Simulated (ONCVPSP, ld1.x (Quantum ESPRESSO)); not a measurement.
## Potentials for antimony compared

Generated with ld1.x 7.5 (TM, RRKJ, ultrasoft, PAW), atompaw 4.2 or ONCVPSP 4.0.1. The cutoff is in Ry: for ld1.x and atompaw files where the sum of valence levels is converged to 10 mRy in a Bessel basis, for ONCV files where the hardest occupied wave has 1 mHa per electron of residual kinetic energy. The error is the largest all-electron minus pseudo excitation energy over each file’s own four to seven test configurations (ionisations up to +4, promotions, holes and added fractions of an electron), all of which were solved. The labels leave out finer settings (local radius, basis sizes, second energies), which also bear on the numbers. Spin-polarised tests are not counted. The rows are a selection from randomly drawn settings: files with unsolved tests, undetermined cutoffs or missed reference levels are left out.

A true bound ghost makes a file unfit for plane-wave use even where its test errors are small: the radial tests pick states by their node count and pass the ghost by.

```csv
potential,cutoff (Ry),largest error (meV),bound ghosts
"ONCV, PBE, scalar-relativistic, rc 1.80/2.50/1.30 (spd), local d, core correction no, reference 4d10 5s2 5p3, qcut 2.8/3.1/11.3, projectors 2/2/0",94,-21,"s, p"
"ONCV, LDA (Perdew-Wang 92), non-relativistic, rc 2.15/2.45 (sp), local smoothed, core correction yes, reference 5s2 5p3, qcut 2.4/3, projectors 3/2",52,-109,none
"ONCV, PBEsol, fully relativistic, rc 1.40/1.60/1.60 (spd), local smoothed, core correction yes, reference 4s2 4p6 4d10 5s2 5p3, qcut 6.8/6.6/9.3, projectors 2/2/1",67,-754,p1/2
"TM, PBE, scalar-relativistic, rc 1.90/2.10/2.00 (spd), local s, core correction no, reference 5s2 5p1",25,+262,d
```

Fill in the row for Sb: TM semilocal, PBE, scalar-relativistic, rc 1.75/1.85/1.05 (spd), local p, core correction yes, reference 4d10 5s2 5p3.

cutoff 110 Ry, largest error -9.9 meV, bound ghosts: none.

Fill in the row for Sb: PAW, BP86, scalar-relativistic, rc 1.95/2.05/1.45 (spd), local smoothed, core correction yes, reference 4d10 5s2 5p3.

cutoff 70 Ry, largest error -141 meV, bound ghosts: s.

Fill in the row for Sb: ONCV, PBE, fully relativistic, rc 2.00/2.05/1.10 (spd), local smoothed, core correction yes, reference 4d10 5s1 5p4, qcut 3.6/4.1/9.9, projectors 2/2/2.

cutoff 95 Ry, largest error -11 meV, bound ghosts: s, p3/2, p1/2.
